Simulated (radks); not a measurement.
Values are calculated unless marked as measured or tabulated.
How relativity changes the ionisation of the tantalum ion Ta+ ([Xe] 4f14 5d3 6s1) to Ta2+ ([Xe] 4f14 5d3). Spin-unpolarised spherical Kohn-Sham, BLYP, point nucleus unless stated (finite: rms radius 5.3507 fm), a radial shooting solver on a logarithmic mesh with Libxc functionals. A level marked "c x" has the speed of light scaled by that factor and shares open shells by 2j + 1; other Dirac levels either fill j = l - 1/2 first or share by 2j + 1.

| level | E(Ta+) (hartree) | E(Ta2+) (hartree) | IE (eV) | HOMO | <r> HOMO (bohr) |
|---|---|---|---|---|---|
| non-rel. | -14804.0155 | -14803.5199 | 13.486 | 6s | 3.353 |
| scalar-rel. | -15605.1856 | -15604.6324 | 15.052 | 5d | 2.113 |
| scalar-rel., finite nucleus | -15602.9092 | -15602.3562 | 15.048 | 5d | 2.113 |
| Dirac, 2j+1 shares | -15626.5324 | -15625.9793 | 15.051 | 5d5/2 | 2.147 |
| Dirac, low j first | -15626.5740 | -15626.0247 | 14.947 | 5d3/2 | 2.083 |
| Dirac, 2j+1 shares, finite nucleus | -15624.2357 | -15623.6828 | 15.047 | 5d5/2 | 2.147 |
| Dirac, c x 0.85 | -16023.9033 | -16023.3198 | 15.878 | 5d5/2 | 2.192 |
| Dirac, c x 3 | -14883.9527 | -14883.4518 | 13.630 | 6s1/2 | 3.325 |
| Dirac, c x 5 | -14832.5205 | -14832.0230 | 13.537 | 6s1/2 | 3.343 |

NIST Atomic Spectra Database: 16.2 eV (semi-empirical). The relativistic part of the total energy of Ta+ is -820.2 hartree (Dirac, 2j+1 shares, finite nucleus), 5.5 % of the non-relativistic value. Spin polarisation and multiplet splitting of open shells are left out at every level.

Beside tabulated values, note that relativity, absent from the non-relativistic runs, is large for the heavy elements, and spin-unpolarised runs miss the spin-polarisation part of the exchange energy of open shells.
